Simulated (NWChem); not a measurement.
# C₃H₃Cl; SMILES C(=CCl)=C

```xyz
7

C      0.3515     2.3318     0.0000
C     -0.1684     1.1327     0.0000
C     -0.7069    -0.0590     0.0000
Cl     0.2221    -1.5248     0.0000
H      0.5780     2.8538    -0.9366
H      0.5780     2.8538     0.9366
H     -1.7890    -0.2177     0.0000
```
Atoms are numbered in this order, from 1.

All runs: NWChem. Pople sets run with spherical d functions. All runs use the structure optimised with PBE0/def2-SVP. Ions are spin-unrestricted doublets at the neutral geometry; other ion states weren't tried.

| level | vertical ionisation energy, ΔSCF (eV) | −ε(HOMO) (eV) | ΔSCF minus −ε(HOMO) (eV) |
|---|---|---|---|
| B3LYP/6-31G* | 9.39 | 6.92 | 2.47 |
| PBE/6-31G* | 9.25 | 5.96 | 3.29 |
| PBE0/6-31G* | [?] | [?] | [?] |
| M06-2X/6-31G* | 9.66 | 8.40 | 1.26 |
| Hartree-Fock/6-31G* | 8.62 | 9.91 | -1.29 |

**Question.** Fill in the missing entries.

**Answer.** 
- PBE0/6-31G*, vertical ionisation energy, ΔSCF (eV): 9.45
- PBE0/6-31G*, −ε(HOMO) (eV): 7.21
- PBE0/6-31G*, ΔSCF minus −ε(HOMO) (eV): 2.24
